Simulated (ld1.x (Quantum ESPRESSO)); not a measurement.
**Before and after: TM potential for zirconium (Zr)**

Zr (Z = 40), norm-conserving Troullier–Martins (Kleinman–Bylander form), made with ld1.x (Quantum ESPRESSO) 7.5 (LDA (PZ), scalar-relativistic). Core [Ar] 3d10 4s2, reference 4p6 4d2 5s1.5 5p0 (charge +0.5). Waves: 4p (bound): rc 2.20 bohr; 4d (bound): rc 2.05 bohr; 5s (bound): rc 3.05 bohr. Local part: the s channel. Core correction: none.

Change: wave 5s (bound): rc 3.05 bohr becomes 5s (bound): rc 4.26 bohr.

Cutoffs: the cutoffs (Ry, on a coarse ladder) from which the occupation-weighted sum of valence levels, in a spherical-Bessel basis at the reference potential, stays within 10 and 1 mRy of its value at 400 Ry; they do not see the model core or the augmentation charge, which bear on the density cutoff. Errors are all-electron minus pseudo energies relative to the spin-unpolarised reference configuration.

Task: Predict the effect on cutoff, ghosts and configuration errors.

Result: The potential gets neither clearly harder nor softer (30 Ry and 40 Ry → 30 Ry and 40 Ry); of the 9 tests that both files solve, the error grows in 4 and shrinks in 2 by more than 15 % and 0.3 meV (median size 47.9 → 55.9 meV); neither file shows a bound ghost at the reference potential, the only one tested.

```csv
quantity,base,changed
"cutoff, loose",30 Ry,30 Ry
"cutoff, tight",40 Ry,40 Ry
bound ghosts,none,none
"error for 4p6 4d2 5s2 5p0, meV [ΔE -2.97 eV]",+0.2,+1.3
"error for 4p6 4d2 5s1 5p0, meV [ΔE 4.38 eV]",-1.0,-1.4
"error for 4p6 4d2 5s0 5p0, meV [ΔE 17.62 eV]",-12,-56
"error for 4p6 4d0 5s0 5p0, meV [ΔE 74.82 eV]",+48,-399
"error for 4p6 4d2 5s0 5p1, meV [ΔE 8.19 eV]",-849,-899
"error for 4p6 4d3 5s0 5p0, meV [ΔE 4.84 eV]",-73,-9.5
"error for 4p6 4d3 5s1 5p0, meV [ΔE -1.75 eV]",-36,+4.0
"error for 4p6 4d2 5s1.5 5p0 (spin-polarised), meV [ΔE -0.70 eV]",+78,+81
"error for 4p6 4d2 5s2 5p0 (spin-polarised), meV [ΔE -3.45 eV]",+63,+66
```

Base: These tests converged, but a pseudo level misses the all-electron one widely, so the file describes the atom poorly there or has found another state: 4p6 4d0 5s0 5p0: empty 5p by 3.2 eV. Changed file: These tests converged, but a pseudo level misses the all-electron one widely, so the file describes the atom poorly there or has found another state: 4p6 4d0 5s0 5p0: empty 5p by 3.6 eV (a node warning on the way).
